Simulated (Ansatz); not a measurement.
`[Cl][Sn]([Cl])([Cl])[SeH]` + BH₃ → `B[SeH]` + `[Cl][SnH]([Cl])[Cl]` at 600 K and 1 bar (formal exchange of groups at the Se–Sn bond).

Isolated molecules relaxed with PBE0-D4/def2-TZVP in Ansatz; ΔE leaves out vibrations. CCSD(T)/CBS is the MP2 limit (def2-TZVPP, def2-QZVPP) plus CCSD(T) − MP2 in def2-TZVPP, frozen cores. This one scheme is used for every species. Elements past krypton have def2 core potentials. For Se, Sn outer-core shells are correlated without core-valence functions, which leaves a few kJ/mol of doubt a bond. Scalar relativity is left out up to krypton. Each species was taken in one conformer, which may not be the lowest.

| species | CCSD(T)/CBS energy (Eh) | H − E (kJ/mol) | S (J/(mol·K)) |
| --- | --- | --- | --- |
| `[Cl][Sn]([Cl])([Cl])[SeH]` | -3994.83873 | 91.8 | 504.0 |
| BH₃ | -26.55200 | 91.5 | 217.3 |
| `B[SeH]` | -2427.30556 | 106.0 | 301.0 |
| `[Cl][SnH]([Cl])[Cl]` | -1594.09169 | 74.6 | 409.9 |

H − E and S are ideal-gas, rigid-rotor, harmonic terms from PBE0-D4/def2-TZVP, for one conformer and one mirror image of each species. 1 Eh = 2625.50 kJ/mol, R = 8.31446 J/(mol·K).

**Question.** By hand: ΔE, ΔH, ΔS and ΔG.

**Answer.** ΔE = (-2427.30556) + (-1594.09169) − (-3994.83873) − (-26.55200) = -0.00652 Eh = -17.1 kJ/mol. Δ(H − E) = 106.0 + 74.6 − 91.8 − 91.5 = -2.7, so ΔH = -19.8 kJ/mol. ΔS = 301.0 + 409.9 − 504.0 − 217.3 = -10.4 J/(mol·K). ΔG = -19.8 − 600 × (-10.4)/1000 = -13.6 kJ/mol.

**Question.** By hand: the equilibrium constant, and the temperature at which ΔG would vanish if ΔH and ΔS stayed fixed.

**Answer.** log₁₀ K = −ΔG/(RT ln 10) = 1.2. ΔG = 0 at ΔH/ΔS = 1904 K, though so small a ΔS makes that figure unsure.

The number of gas molecules stays the same, so ΔS is small and ΔH decides. A doubt of 5 kJ/mol in ΔE shifts log₁₀ K by 0.4 here. Other conformers and mirror images would add mixing entropy, several J/(mol·K) or more a flexible species. Modes under 60 cm⁻¹, often nearly free rotors, make the harmonic entropy too high. These are equilibria of isolated gas molecules and say nothing of rates. Largest T1 diagnostic: 0.013 (customary marks: 0.02 for closed shells, 0.045 for open ones).
